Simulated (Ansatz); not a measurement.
Cost and result for the atomization energy of `C[SiH2][BH][GeH3]` (13 atoms, 12 bonds).

Cartesian coordinates in Å:
```
C 1.813 0.688 0.281
Si 0.530 -0.160 1.355
B -1.088 -0.829 0.380
Ge -1.627 -0.165 -1.491
H 2.249 -0.016 -0.432
H 2.624 1.097 0.888
H 1.364 1.506 -0.285
H -0.049 0.827 2.324
H 1.174 -1.234 2.167
H -1.793 -1.643 0.903
H -0.938 -1.116 -2.497
H -1.120 1.254 -1.811
H -3.138 -0.209 -1.781
```

Charge 0, multiplicity 1. Correlated methods include outer-core shells of Ge, which these sets cover unevenly. Scalar relativity is left out up to krypton. The structure was optimised at the PBE0-D4/def2-TZVP level. It is one conformer, not always the lowest. Program: Ansatz. All runs use 4 threads of an Intel Xeon 6975P-C on a shared host. Times are those of one run each, without the atoms' runs, and a repeat can differ threefold. Electronic energies, without spin–orbit coupling; frozen cores. CCSD(T)/CBS adds CCSD(T) − MP2 in def2-TZVPP to the MP2 limit, and its time is that of the two runs behind it. T1 = 0.012. With those shells the extrapolation isn't a true limit.

CCSD(T)/CBS is a level of theory with its own doubt, some kJ/mol a heavy atom from the limit and from the frozen cores, so smaller differences don't rank the functionals.

```csv
level,functions,wall time
revPBE-D4/def2-TZVPP,278,1.4 s
BLYP-D4/def2-TZVPP,278,1.6 s
PBE-D4/def2-TZVPP (with forces),278,1.9 s
CAM-B3LYP-D4/def2-TZVPP,278,2.9 s
r2SCAN-D4/def2-TZVPP (with forces),278,3 s
r2SCANh-D4/def2-TZVPP,278,3.2 s
CCSD(T)/def2-SVP,123,3.4 s
PBE-QIDH/def2-TZVPP,278,4.5 s
ωB97X-V/def2-TZVPP,278,5.5 s
ωB97M-V/def2-TZVPP (with forces),278,7.5 s
MP2/def2-QZVPP,543,20 s
CCSD(T)/def2-TZVPP,278,62 s
CCSD(T)/CBS(def2),–,81 s
```

(1) What atomization energy does each give, and how far from CCSD(T)/CBS? (Best estimate.)

Answers

(1) Ansatz gave: 
```tsv
level	atomization (kJ/mol)	difference from CCSD(T)/CBS	per bond
revPBE-D4/def2-TZVPP	4011.4	-73.9	-6.2
BLYP-D4/def2-TZVPP	4035.5	-49.8	-4.2
PBE-D4/def2-TZVPP (with forces)	4078.2	-7.1	-0.6
CAM-B3LYP-D4/def2-TZVPP	4100.8	15.5	1.3
r2SCAN-D4/def2-TZVPP (with forces)	4100.2	14.9	1.2
r2SCANh-D4/def2-TZVPP	4089.6	4.3	0.4
CCSD(T)/def2-SVP	3870.8	-214.5	-17.9
PBE-QIDH/def2-TZVPP	4057.4	-27.9	-2.3
ωB97X-V/def2-TZVPP	4110.3	25.0	2.1
ωB97M-V/def2-TZVPP (with forces)	4079.6	-5.7	-0.5
MP2/def2-QZVPP	4027.2	-58.1	-4.8
CCSD(T)/def2-TZVPP	4007.0	-78.3	-6.5
CCSD(T)/CBS(def2)	4085.3	0.0	0.0
```

From PBE to PBE0 (25 % exact exchange), in def2-TZVPP and without D4, the atomization energy moves by −7.2 kJ/mol: exact exchange takes away binding that semilocal exchange gives to molecules. Leaving LDA and LC-ωPBE aside and taking each functional with its dispersion term where it has one, the values, not all of them listed here, spread over 117.5 kJ/mol, from revPBE-D4 to B97M-V. LDA lies +492.6 kJ/mol from PBE without D4, its usual overbinding. At CCSD(T), def2-SVP lies −214.5 kJ/mol from the extrapolated value and def2-TZVPP −78.3 kJ/mol: correlation converges slowly with the basis, and small sets miss more of it in the bonded molecule than in its fragments.

For some Ge, Se and Sn compounds the MP2-based and the directly extrapolated limit differ by 10 to 25 kJ/mol.
